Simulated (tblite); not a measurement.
C₂H₁₂AlN₃Si₂.
SMILES with atom numbers: `[CH3:1][NH:2][AlH:3][N:4]1[SiH2:5][CH2:6][NH:7][SiH2:8]1` (hydrogens: H9, H10, H11 on C1; H12 on N2; H13 on Al3; H14, H15 on Si5; H16, H17 on C6; H18 on N7; H19, H20 on Si8)

Computed with GFN2-xTB (tblite), gas phase: L-BFGS steps from a force-field or distance-geometry start until the largest atomic force falls under 0.01 eV/Å.

Step 34: E = -647.3918 eV
```
atom  x, y, z in Å  |  force x, y, z in eV/Å
C1      3.8250   -0.6046   -0.4255   -0.022  -0.033   0.026
N2      2.8120    0.2178    0.2389    0.035   0.021  -0.007
Al3     1.2845    0.7187   -0.5421   -0.043  -0.033   0.033
N4     -0.4164    0.1468   -0.2859   -0.018  -0.019   0.025
Si5    -1.6319    1.3845   -0.4245    0.021   0.005  -0.038
C6     -3.1029    0.5047    0.4173    0.064   0.057  -0.058
N7     -2.6677   -0.8504    0.6792   -0.056  -0.004  -0.011
Si8    -1.1895   -1.4022    0.0202    0.006  -0.010  -0.026
H9      3.3411   -1.1715   -1.2217    0.043   0.045  -0.054
H10     4.2705   -1.3150    0.2763    0.040  -0.018  -0.005
H11     4.6255    0.0020   -0.8652   -0.032  -0.074   0.030
H12     3.2252    0.6175    1.0763   -0.086  -0.001   0.010
H13     1.4022    1.7654   -1.6486   -0.032   0.059  -0.069
H14    -1.2047    2.6030    0.2774    0.012   0.011   0.017
H15    -1.9982    1.6777   -1.8194    0.009   0.038  -0.004
H16    -3.9831    0.5151   -0.2369    0.006   0.007   0.076
H17    -3.3914    0.9907    1.3565   -0.044  -0.042  -0.042
H18    -3.4065   -1.4717    0.9635    0.023  -0.041   0.049
H19    -0.4719   -2.1952    1.0152    0.032   0.010   0.019
H20    -1.3269   -2.1227   -1.2640    0.043   0.020   0.029
```

Step 35: E = -647.3941 eV
```
atom  x, y, z in Å  |  force x, y, z in eV/Å
C1      3.8230   -0.6054   -0.4251   -0.013  -0.044   0.020
N2      2.8049    0.2130    0.2360    0.059   0.033   0.003
Al3     1.2802    0.7188   -0.5472   -0.017  -0.003   0.008
N4     -0.4192    0.1479   -0.2900   -0.011  -0.032   0.034
Si5    -1.6332    1.3871   -0.4234    0.032  -0.032  -0.060
C6     -3.1033    0.5054    0.4143    0.038   0.033  -0.028
N7     -2.6667   -0.8495    0.6735   -0.083  -0.064   0.025
Si8    -1.1852   -1.4026    0.0241    0.000  -0.008  -0.048
H9      3.3465   -1.1712   -1.2266    0.036   0.053  -0.052
H10     4.2629   -1.3184    0.2780    0.049  -0.012  -0.009
H11     4.6267    0.0031   -0.8575   -0.046  -0.082   0.040
H12     3.2168    0.6142    1.0740   -0.103  -0.006  -0.002
H13     1.3993    1.7714   -1.6518   -0.035   0.035  -0.046
H14    -1.1976    2.5998    0.2766    0.018   0.059   0.057
H15    -1.9953    1.6892   -1.8148   -0.009   0.040  -0.049
H16    -3.9872    0.5129   -0.2344    0.014   0.022   0.053
H17    -3.3899    0.9905    1.3545   -0.044  -0.041  -0.028
H18    -3.4020   -1.4735    0.9649    0.047   0.004   0.034
H19    -0.4646   -2.1933    1.0200    0.022   0.025   0.016
H20    -1.3212   -2.1286   -1.2576    0.045   0.020   0.032
```

Q: Estimate the geometry and energy of step 36. (The exact step hangs on the optimiser's Hessian estimate; all steps are aligned on step 35, rigid shifts and turns removed.)

A: E = -647.3967 eV, largest force 0.130 eV/Å
```
atom  x, y, z in Å  |  force x, y, z in eV/Å
C1      3.8201   -0.6073   -0.4238    0.003  -0.047   0.006
N2      2.7967    0.2082    0.2317    0.060   0.034   0.004
Al3     1.2751    0.7192   -0.5541    0.016   0.032  -0.024
N4     -0.4224    0.1478   -0.2971   -0.002  -0.035   0.042
Si5    -1.6334    1.3898   -0.4233    0.037  -0.046  -0.068
C6     -3.1025    0.5064    0.4106   -0.003  -0.018   0.017
N7     -2.6658   -0.8490    0.6678   -0.070  -0.101   0.041
Si8    -1.1805   -1.4034    0.0281   -0.010  -0.008  -0.043
H9      3.3534   -1.1693   -1.2335    0.018   0.046  -0.045
H10     4.2550   -1.3232    0.2796    0.044  -0.012  -0.006
H11     4.6271    0.0027   -0.8470   -0.034  -0.070   0.042
H12     3.2040    0.6102    1.0716   -0.104  -0.008  -0.001
H13     1.3962    1.7795   -1.6559   -0.040   0.005  -0.017
H14    -1.1885    2.5968    0.2776    0.019   0.083   0.083
H15    -1.9935    1.7045   -1.8099   -0.023   0.041  -0.089
H16    -3.9912    0.5106   -0.2301    0.019   0.037   0.007
H17    -3.3893    0.9894    1.3513   -0.030  -0.028  -0.002
H18    -3.3964   -1.4763    0.9655    0.048   0.040   0.026
H19    -0.4551   -2.1887    1.0267    0.008   0.042   0.009
H20    -1.3140   -2.1373   -1.2483    0.044   0.011   0.020
```

The energy changes by -0.0026 eV. The first-order estimate −F·Δx gives -0.0035 eV and the mean of the old and new forces, exact on a quadratic surface, -0.0026 eV. The step makes an angle of 74° with the force vector and moves no atom by more than 0.016 Å.

What follows is the cost of the whole relaxation. Hardware: Arm Neoverse N1, one thread, shared host. Cost: 4.6 s.
